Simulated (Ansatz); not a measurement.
Coupled-cluster diagnostics for Ge(NCS)H3 (CH₃GeNS), Ansatz.

Geometry of the singlet (PBE-D4/def2-SVP):

```xyz
7

Ge    0.451    0.825    0.685
N    -0.272   -0.460   -0.404
C    -0.731   -1.326   -1.106
S    -1.338   -2.465   -2.034
H     0.389    0.281    2.131
H    -0.408    2.098    0.512
H     1.908    1.047    0.216
```

Correlated methods freeze 16 core orbitals; core or outer-core shells of Ge are correlated, in sets that lack core-valence functions.

**Question.** Estimate the CCSD(T) correlation energy, the shares of MP2 and (T), T1 and the reference's ⟨S²⟩ for: charge 0, singlet, own geometry in def2-TZVPP; and the rough time on 4 threads of Intel Xeon on a shared host.

**Answer.** 
```csv
state,basis,correlation (eV),MP2 share (%),(T) share (%),T1,⟨S²⟩ (pure),wall time
"charge 0, singlet, own geometry",def2-TZVPP,-22.629,93.0,4.9,0.015,0.00 (0.00),89 s
```
Customary marks for T1 are 0.02 (closed shells), 0.045 (open shells) and about 0.05 (3d metals). T1 stays under 0.02 throughout.
